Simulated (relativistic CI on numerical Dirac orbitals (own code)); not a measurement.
Method of calculation: Dirac-Coulomb-Breit CI, KLI orbitals optimised for each configuration, QED by a radiative potential, unscaled Slater integrals (own radial code, finite nucleus).

The strongest absorption lines from the ground level of an ion, among the configurations computed and to levels below about 511 eV (vacuum wavelength in nm, gf): 2.9962 (0.21), 3.9849 (0.18), 4.0453 (12), 4.0793 (7.6), 4.2925 (10), 4.7616 (0.22), 4.9631 (0.17), 5.0205 (0.18).

Q: Which ion is it?
A. Ir XXXI
B. Hg XXXIV
C. W XXVIII
D. Rn XL

A: B. Hg XXXIV has 47 electrons and the ground level 4s²4p⁶4d¹⁰4f ²F°5/2; the strongest line goes to 4s²4p⁶4d⁹4f² ²F5/2. The pattern of lines fixes the number of electrons, and along that sequence the line energies rise steadily with the charge (about as its square where n changes within one kind of shell, about linearly where n is kept but much faster in heavy ions where fine structure, which grows about as Z⁴, sets the gap, and irregularly where shells cross), which fixes Z. Configurations outside the model, such as inner-shell arrays, can give stronger lines. At this charge energies of transitions that change n are usually good to better than 1 %, and those within a shell (Δn = 0) to a few per cent.

LS names give the leading component of a level, which can be under half, so a name can repeat, a term be missing and a line seem to break the LS rules.
